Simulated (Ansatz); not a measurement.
Basis-set series for C2H6AlF. Total charge 0; spin multiplicity 1. The bonds changed during the relaxation, so this is another structure than the one it started from. Geometry: relaxed with PBE0-D4/def2-TZVP. It is one conformer, not always the lowest.

```xyz
10

F    -0.662    1.978    0.812
C     0.725   -0.792    0.573
C     1.044   -0.210   -0.589
Al   -1.231    0.646   -0.015
H     0.861   -0.277    1.518
H     0.351   -1.809    0.616
H     1.450    0.796   -0.623
H     0.941   -0.731   -1.534
H    -1.408    0.803   -1.582
H    -2.071   -0.406    0.823
```

| functional | basis | functions | energy (Eh) | HOMO (eV) | LUMO (eV) |
| --- | --- | --- | --- | --- | --- |
| PBE0-D4 | def2-TZVPP | 219 | -421.90502 | -8.12 | -1.47 |
| PBE0-D4 | def2-QZVPP | 421 | -421.92351 | -8.14 | -1.51 |
| ωB97M-V | def2-TZVPP | 219 | -422.12353 | -10.32 | 0.66 |
| ωB97M-V | def2-QZVPP | 421 | -422.14130 | -10.34 | 0.56 |

Give the rows for def2-SVP. (Best estimate.)

Computed: 
| functional | basis | functions | energy (Eh) | HOMO (eV) | LUMO (eV) |
| --- | --- | --- | --- | --- | --- |
| PBE0-D4 | def2-SVP | 90 | -421.60264 | -8.07 | -1.40 |
| ωB97M-V | def2-SVP | 90 | -421.81191 | -10.22 | 0.82 |

Positive LUMOs are unbound and depend on the basis.
